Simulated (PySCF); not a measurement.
**Spinor energies of Tl⁴⁵⁺ (thallium, charge +45)**

Start: [Kr]. Calculated with PySCF 2.14 in an even-tempered Gaussian basis (16 s from 6 bohr⁻², ratio 2.8; 14 p from 7.8 bohr⁻², ratio 2.8; 8 d from 14 bohr⁻², ratio 2.8; 4 f from 37 bohr⁻², ratio 3): generalised Hartree-Fock with the X2C-1e Hamiltonian and a Gaussian nucleus; one run each with spin-orbit coupling (SO) switched off, then screened by Boettger's factors.

| spinor shell | electrons | ε, spin-free (eV) | ε, screened SO (eV) | weight of nominal j (screened SO) | rms radius, screened SO (bohr) |
| --- | --- | --- | --- | --- | --- |
| 1s1/2 | 2 | -88258.0 | -88221.9 | 1.000 | 0.0184 |
| 2s1/2 | 2 | -17710.0 | -17698.4 | 1.000 | 0.0742 |
| 2p1/2 | 2 | -15563.7 | -17058.2 | 1.000 | 0.0628 |
| 2p3/2 | 4 | -15563.7 | -14984.6 | 1.000 | 0.0709 |
| 3s1/2 | 2 | -5917.2 | -5913.2 | 1.000 | 0.187 |
| 3p1/2 | 2 | -5284.4 | -5631.2 | 1.000 | 0.179 |
| 3p3/2 | 4 | -5284.4 | -5146.4 | 1.000 | 0.194 |
| 3d3/2 | 4 | -4635.8 | -4695.8 | 1.000 | 0.169 |
| 3d5/2 | 6 | -4635.8 | -4592.6 | 1.000 | 0.173 |
| 4s1/2 | 2 | -2720.5 | -2719.1 | 1.000 | 0.394 |
| 4p1/2 | 2 | -2484.9 | -2595.2 | 1.000 | 0.387 |
| 4p3/2 | 4 | -2484.9 | -2440.8 | 1.000 | 0.411 |

| quantity | spin-free | screened SO |
| --- | --- | --- |
| E (hartree) | -18855.15985 | -18890.35217 |
| M_J | 0 | 0 |
| ⟨J²⟩ | 0.000 | 0.000 |
| ⟨L²⟩ | 0.000 | 0.120 |
| ⟨S²⟩ | 0.000 | 0.120 |

Breit and QED terms are absent; they matter most for the inner s and p1/2 levels.

Densities and radii are taken from the X2C orbitals without a picture-change correction, which distorts them close to the nucleus.

Without spin-orbit coupling the j labels of p, d and f shells carry no meaning; the spin-free column gives the mean over the occupied spinors of each nl shell.
